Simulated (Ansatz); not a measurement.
Ga(NH2Me)H3 (CH₈GaN) was relaxed with PBE-D4 (def2-SVP) in Ansatz in these states: charge +1 doublet, neutral singlet. The geometries follow in no particular order.

A:

```xyz
11

Ga   -0.3279    1.6031   -0.4463
N     0.6674   -0.2007    0.1949
C    -0.2096   -1.3821    0.2757
H     1.0999   -0.0013    1.1074
H     1.4463   -0.3656   -0.4576
H     0.3245   -2.2977    0.6057
H    -1.0350   -1.1706    0.9820
H    -0.6605   -1.5650   -0.7183
H    -1.4109    1.6925    0.7181
H    -0.8160    1.0983   -1.8759
H     0.9218    2.5889   -0.3856
```

B:

```xyz
11

Ga    0.0188   -1.5529    0.2029
N     0.5720    0.3866   -0.1779
C    -0.4508    1.3994    0.2437
H     0.7891    0.5071   -1.1821
H     1.4644    0.5802    0.3095
H    -0.0876    2.4256    0.0455
H    -1.3882    1.2321   -0.3190
H    -0.6522    1.2879    1.3256
H    -0.7969   -2.0236   -1.1770
H    -0.2648   -1.7955    1.6998
H     0.7963   -2.4469   -0.9709
```

Question: Judge from the bond lengths which geometry belongs to which state (an estimate).

Answer: A is the neutral singlet (Ga1–N2 2.158 Å, Ga1–H9 1.593 Å, Ga1–H11 1.593 Å); B is the charge +1 doublet (Ga1–N2 2.052 Å, Ga1–H9 1.671 Å, Ga1–H11 1.668 Å).
